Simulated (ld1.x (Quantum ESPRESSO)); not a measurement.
samarium (Sm), RRKJ: configuration errors across variants

ld1.x (Quantum ESPRESSO) 7.5 input, shortened:

```
&input
   title='Sm', zed=62., rel=2, dft='WC', iswitch=3,
   config='[Xe] 4f5 5d1 6s0 6p0', rel_dist='average'
 /
 &inputp
   pseudotype=2, tm=.false., rho0=0.005, lloc=0,
   nlcc=.false.
 /
3
5P  2  1   6.00   0.00  2.40  2.40  0.0
5D  3  2   1.00   0.00  2.10  2.10  0.0
5S  1  0   2.00   0.00  1.65  1.65  0.0
 &test
   configts(1)='5s2 5p6 5d1 6s0 6p0'
 /
```

Open shells are filled in proportion to 2j + 1 (rel_dist='average').

All-electron excitation energies from the reference (eV): (1) 5s2 5p6 5d1 6s2 6p0 -18.139; (2) 5s2 5p6 5d1 6s1 6p0 -11.656; (3) 5s2 5p6 5d0 6s0 6p0 19.652; (4) 5s2 5p5 5d1 6s2 6p0 12.927; (5) 5s2 5p6 5d1 6s0 6p1 -8.242; (6) 5s2 5p6 5d0 6s2 6p0 -11.890; (7) 5s2 5p6 5d0 6s2 6p1 -16.098.

Tests that are not counted but printed errors over 1 eV. “type ultrasoft; waves now 5s (bound): rc 1.65 bohr; 6s (bound): rc 1.65 bohr; 5p (bound): rcut 2.10, rcutus 2.40 bohr; 6p (bound): rcut 2.10, rcutus 2.40 bohr; 5d (bound): rcut 1.85, rcutus 2.10 bohr; 5d channel at 0.05 Ry: rcut 1.85, rcutus 2.10 bohr; local potential all-electron potential smoothed inside 2.05 bohr (lloc = -1); augmentation built from norm-conserving waves at rcut, not smoothed further; rho0 0”: 5s2 5p5 5d1 6s2 6p0 (solver errors, printed error -382 eV).

4 further variants failed, have other tests or another functional or relativity, and are left out.

A true bound ghost makes a file unfit for plane-wave use even where its test errors are small: the radial tests pick states by their node count and pass the ghost by.

Errors AE − PS in meV (a dash: test not solved or not reliable):

| change | (1) | (2) | (3) | (4) | (5) | (6) | (7) | bound ghosts |
| --- | --- | --- | --- | --- | --- | --- | --- | --- |
| base | +262 | +166 | -21 | +413 | +35 | +387 | +362 | p1/2 |
| wave 5s (bound): rc 1.65 bohr becomes 5s (bound): rc 1.20 bohr | +167 | +102 | -21 | +230 | +38 | +241 | +244 | p1/2 |
| type ultrasoft; waves now 5s (bound): rc 1.65 bohr; 6s (bound): rc 1.65 bohr; 5p (bound): rcut 2.10, rcutus 2.40 bohr; 6p (bound): rcut 2.10, rcutus 2.40 bohr; 5d (bound): rcut 1.85, rcutus 2.10 bohr; 5d channel at 0.05 Ry: rcut 1.85, rcutus 2.10 bohr; local potential all-electron potential smoothed inside 2.05 bohr (lloc = -1); augmentation built from norm-conserving waves at rcut, not smoothed further; rho0 0 | -123 | -94 | -284 | – | -669 | – | – | not determined |
| wave 5d (bound): rc 2.10 bohr becomes 5d (bound): rc 2.38 bohr | +262 | +166 | -19 | +413 | +35 | +389 | +363 | p1/2 |

Problem. Give the same row for: core correction a·sin(br)/r model core inside 1.30 bohr.

Solution. +207, +145, -45, +343, +19, +339, +294; bound ghosts: p1/2.
